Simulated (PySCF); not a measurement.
N-(methylaminosilyl)ethanamine (C3H12N2Si), SMILES CCN[SiH2]NC.

Coordinates come from a r2SCAN-D4/def2-SVP optimisation. One conformer was computed; it need not be the lowest.

Method: r2SCAN-D4/def2-SVP (PySCF).

Frequencies are harmonic and unscaled.

Computed vibrational spectrum:
| mode | ν (cm⁻¹) | IR (km/mol) | moving atoms (share of kinetic energy) |
|---|---|---|---|
| 1 | 40 | 0.4 | C 37 %, N 34 %, H 26 % |
| 2 | 75 | 1.7 | H 42 %, C 35 %, Si 16 % |
| 3 | 79 | 0.3 | H 37 %, C 30 %, N 25 %, Si 8 % |
| 4 | 148 | 0.4 | H 61 %, N 19 %, Si 13 % |
| 5 | 161 | 1.5 | H 59 %, N 27 %, Si 9 % |
| 6 | 250 | 1.9 | H 67 %, N 16 %, C 9 % |
| 7 | 294 | 7.3 | H 53 %, N 23 %, C 22 % |
| 8 | 322 | 1.3 | C 40 %, H 34 %, N 22 % |
| 9 | 395 | 3.3 | H 37 %, C 34 %, Si 15 %, N 15 % |
| 10 | 472 | 82.9 | H 80 %, N 16 % |
| 11 | 500 | 100.5 | H 88 %, N 11 % |
| 12 | 655 | 53.3 | H 65 %, Si 23 % |
| 13 | 710 | 8.0 | H 72 %, N 14 % |
| 14 | 770 | 30.0 | H 68 %, N 14 %, Si 10 % |
| 15 | 792 | 63.2 | H 34 %, N 31 %, Si 26 %, C 8 % |
| 16 | 822 | 22.1 | H 62 %, N 20 %, Si 11 %, C 8 % |
| 17 | 918 | 237.1 | H 85 % |
| 18 | 953 | 71.3 | H 45 %, C 32 %, N 14 %, Si 9 % |
| 19 | 988 | 87.0 | H 95 % |
| 20 | 1083 | 6.9 | C 49 %, H 48 % |
| 21 | 1090 | 42.7 | H 81 %, C 12 % |
| 22 | 1114 | 23.9 | H 66 %, C 30 % |
| 23 | 1141 | 0.7 | H 76 %, C 19 % |
| 24 | 1155 | 250.5 | N 41 %, C 37 %, H 21 % |
| 25 | 1172 | 19.1 | N 39 %, C 36 %, H 24 % |
| 26 | 1281 | 27.1 | H 81 %, C 15 % |
| 27 | 1360 | 10.0 | H 80 %, C 17 % |
| 28 | 1385 | 15.5 | H 75 %, C 21 % |
| 29 | 1397 | 63.3 | H 66 %, N 22 %, C 11 % |
| 30 | 1419 | 110.3 | H 69 %, N 17 %, C 14 % |
| 31 | 1442 | 8.6 | H 86 %, C 13 % |
| 32 | 1461 | 9.7 | H 96 % |
| 33 | 1465 | 2.7 | H 96 % |
| 34 | 1466 | 3.7 | H 96 % |
| 35 | 1483 | 3.0 | H 92 % |
| 36 | 1503 | 5.1 | H 95 % |
| 37 | 2152 | 236.8 | H 96 % |
| 38 | 2171 | 144.0 | H 98 % |
| 39 | 2973 | 115.9 | H 94 % |
| 40 | 2978 | 96.6 | H 96 % |
| 41 | 3024 | 26.4 | H 97 % |
| 42 | 3047 | 50.3 | H 91 %, C 9 % |
| 43 | 3067 | 11.9 | H 91 %, C 9 % |
| 44 | 3114 | 17.7 | H 91 %, C 9 % |
| 45 | 3119 | 32.5 | H 91 %, C 9 % |
| 46 | 3133 | 29.7 | H 90 %, C 10 % |
| 47 | 3573 | 11.6 | H 93 % |
| 48 | 3586 | 13.7 | H 93 % |
